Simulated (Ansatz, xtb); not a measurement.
**Relative energy of two isomers of C6H4NOP**

We compare X, `N#CC1=PC=C(O)C=C1`, a singlet, with Y, `N#CC1=C(O)C=CP=C1`, a singlet. Both are isolated molecules in the gas phase, relaxed with B3LYP-D3(BJ)/def2-SVP; the shapes shown needn't be the lowest conformers.

X (Å):

```xyz
13

C    -2.0146   -1.5702    0.9965
C    -1.4872   -0.5547    0.1367
C    -0.8280    0.5470    0.7183
C    -0.2749    1.5937   -0.0039
C    -0.3189    1.6583   -1.4091
C    -0.9281    0.6641   -2.1838
N    -2.4459   -2.3996    1.6874
O     0.2645    2.7417   -1.9659
P    -1.7083   -0.7689   -1.5950
H    -0.7483    0.5769    1.8086
H     0.2207    2.4134    0.5189
H     0.1858    2.7004   -2.9287
H    -0.9186    0.7910   -3.2735
```

Y (Å):

```xyz
13

C    -3.1062    0.6235   -0.4603
C    -1.6871    0.5368   -0.2661
C    -1.1603    0.0809    0.9519
C     1.2179    0.4703   -0.1686
C     0.5238    0.8925   -1.2906
C    -0.8791    0.9335   -1.3618
N    -4.2421    0.7196   -0.6880
O    -1.4166    1.3652   -2.5142
P     0.5253   -0.0829    1.3469
H    -1.8835   -0.1972    1.7245
H     2.3117    0.4803   -0.2264
H     1.0611    1.2179   -2.1856
H    -2.3866    1.3575   -2.4654
```

Quicker runs give these differences E(Y) − E(X): GFN2-xTB +0.069 eV; HF/STO-3G +0.093 eV (at GFN2-xTB geometries); r2SCAN-D4/def2-SVP −0.009 eV (at GFN2-xTB geometries).

Question: Estimate which is lower in electronic energy at CCSD(T)/def2-SVP + ΔMP2/def2-TZVPP, and by roughly how much.

Answer: CCSD(T)/def2-SVP + ΔMP2/def2-TZVPP gives E(Y) − E(X) = +0.010 eV, slightly favouring structure X, which is too small a margin to settle the true order.

Level by level:

```json
{"level": "GFN2-xTB", "geometry": "GFN2-xTB", "E(Y) − E(X) (eV)": "+0.069", "departure from the last row (eV)": "+0.059", "job, with rough time for the two": "optimisation, 0.53 s"}
{"level": "HF/STO-3G", "geometry": "GFN2-xTB", "E(Y) − E(X) (eV)": "+0.093", "departure from the last row (eV)": "+0.083", "job, with rough time for the two": "single point, 2.1 s"}
{"level": "r2SCAN-D4/def2-SVP", "geometry": "GFN2-xTB", "E(Y) − E(X) (eV)": "−0.009", "departure from the last row (eV)": "−0.019", "job, with rough time for the two": "single point, 12 s"}
{"level": "B3LYP-D3(BJ)/def2-SVP", "geometry": "B3LYP-D3(BJ)/def2-SVP", "E(Y) − E(X) (eV)": "−0.008", "departure from the last row (eV)": "−0.017", "job, with rough time for the two": "optimisation, 3.3 min"}
{"level": "HF/def2-SVP", "geometry": "B3LYP-D3(BJ)/def2-SVP", "E(Y) − E(X) (eV)": "+0.062", "departure from the last row (eV)": "+0.052", "job, with rough time for the two": "part of the CCSD(T) run"}
{"level": "MP2/def2-SVP", "geometry": "B3LYP-D3(BJ)/def2-SVP", "E(Y) − E(X) (eV)": "+0.015", "departure from the last row (eV)": "+0.005", "job, with rough time for the two": "part of the CCSD(T) run"}
{"level": "CCSD(T)/def2-SVP", "geometry": "B3LYP-D3(BJ)/def2-SVP", "E(Y) − E(X) (eV)": "+0.011", "departure from the last row (eV)": "+0.001", "job, with rough time for the two": "single point"}
{"level": "CCSD(T)/def2-SVP + ΔMP2/def2-TZVPP", "geometry": "B3LYP-D3(BJ)/def2-SVP", "E(Y) − E(X) (eV)": "+0.010", "departure from the last row (eV)": "", "job, with rough time for the two": "single point, 5.8 min"}
```

As drawn, both hold the same kinds of bond in the same numbers.

The largest departure from CCSD(T)/def2-SVP + ΔMP2/def2-TZVPP is that of HF/STO-3G, 0.083 eV. The last row adds to CCSD(T) the change of the MP2 difference between the two basis sets, here −0.001 eV.

With thermal terms from frequencies at re-optimised GFN2-xTB minima (ideal gas, soft modes damped towards free rotors, one conformer each, 298.15 K, 1 atm): the zero-point term adds −0.004 eV; ΔH is +0.004 and ΔG +0.007 eV.

The correlated steps freeze 13 core orbitals. Codes used: Ansatz 0.2.0, xtb 6.7.1; the last row on 2 threads of Intel(R) Xeon(R) Processor @ 2.50GHz (Skylake/Cascade Lake) on a shared host.
